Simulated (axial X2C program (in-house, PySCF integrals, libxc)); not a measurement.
## Spin–orbit effects along a row: molecules with Ge, HF

Calculated with an axial X2C code built on PySCF integrals, spin-free (one-electron X2C) or two-component (2c: spin–orbit coupling with atomic mean-field Coulomb and Gaunt terms, which also bring small scalar terms), in Dyall basis sets with cores contracted in-house; open shells are unrestricted.

Basis sets: B dyall-v3z, C dyall-v3z, F dyall-av3z, Ge dyall-cv3z, Li dyall-cv3z, O dyall-av3z.

```json
{"molecule": "LiGe", "spin-free state": "M_S = 3/2, Λ = 0", "Re (Å)": "2.429", "ωe (cm⁻¹)": "400.1", "De (eV)": "1.19", "2c state": "Ω = 3/2", "Re 2c (Å)": "2.430", "ωe 2c (cm⁻¹)": "399.4", "De 2c (eV)": "n/a"}
{"molecule": "GeB", "spin-free state": "M_S = 3/2, Λ = 0", "Re (Å)": "1.940", "ωe (cm⁻¹)": "708.2", "De (eV)": "1.98", "2c state": "Ω = 3/2", "Re 2c (Å)": "1.940", "ωe 2c (cm⁻¹)": "705.5", "De 2c (eV)": "n/a"}
{"molecule": "GeC", "spin-free state": "M_S = 1, Λ = 1", "Re (Å)": "1.865", "ωe (cm⁻¹)": "671.7", "De (eV)": "2.04", "2c state": "Ω = 2", "Re 2c (Å)": "1.867", "ωe 2c (cm⁻¹)": "669.8", "De 2c (eV)": "n/a"}
{"molecule": "GeO", "spin-free state": "M_S = 0, Λ = 0", "Re (Å)": "1.587", "ωe (cm⁻¹)": "1136.3", "De (eV)": "3.16", "2c state": "Ω = 0", "Re 2c (Å)": "1.587", "ωe 2c (cm⁻¹)": "1135.6", "De 2c (eV)": "n/a"}
{"molecule": "GeF", "spin-free state": "M_S = 1/2, Λ = 1", "Re (Å)": "1.729", "ωe (cm⁻¹)": "696.0", "De (eV)": "3.30", "2c state": "Ω = 1/2", "Re 2c (Å)": "1.730", "ωe 2c (cm⁻¹)": "694.5", "De 2c (eV)": "n/a"}
```

(1) Work out the shifts from the spin-free to the two-component result.

Each entry is the lowest single determinant of a limited PBE0 search at one distance. De goes to single-determinant-based atoms at the same level (for ions the charge split of lowest energy) and is withheld (n/a) where an atom does not fit its ground term or J level. Main or longest-lived isotopes. One determinant is a doubtful description, or other states lie close, for LiGe, GeB, GeC; these need not be ground states, and all values refer to the states named. Some open-shell Ω = 0 determinants are out of reach, so the Ω given for GeC need not be the lowest component. With several unpaired electrons the Ω given is that of one determinant, not necessarily of the lowest component.

Answers

(1) 

```json
{"molecule": "LiGe", "2c state": "Ω = 3/2", "ΔRe (Å)": "0.001", "Δωe (cm⁻¹)": "-0.7", "ΔDe (eV)": "n/a"}
{"molecule": "GeB", "2c state": "Ω = 3/2", "ΔRe (Å)": "0.000", "Δωe (cm⁻¹)": "-2.7", "ΔDe (eV)": "n/a"}
{"molecule": "GeC", "2c state": "Ω = 2", "ΔRe (Å)": "0.002", "Δωe (cm⁻¹)": "-1.9", "ΔDe (eV)": "n/a"}
{"molecule": "GeO", "2c state": "Ω = 0", "ΔRe (Å)": "0.000", "Δωe (cm⁻¹)": "-0.7", "ΔDe (eV)": "n/a"}
{"molecule": "GeF", "2c state": "Ω = 1/2", "ΔRe (Å)": "0.001", "Δωe (cm⁻¹)": "-1.5", "ΔDe (eV)": "n/a"}
```

Shifts of one unit in the last digit are rounding.
